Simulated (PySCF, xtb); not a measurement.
Be(H)(SH) (BeH2S), SMILES [BeH][SH].

GFN2-xTB run with xtb 6.7.1 at its own geometry gives an orbital gap of 4.24 eV and a dipole moment of 2.43 D.

Coordinates come from a ωB97X-D3(BJ)/def2-TZVPD optimisation.

Problem. What does CAM-B3LYP/def2-TZVPD run with PySCF give? (Estimate from the structure and the level; the computed values follow.)

Solution. gap 9.10 eV (levels -9.15 and -0.06 eV), dipole 0.70 D.
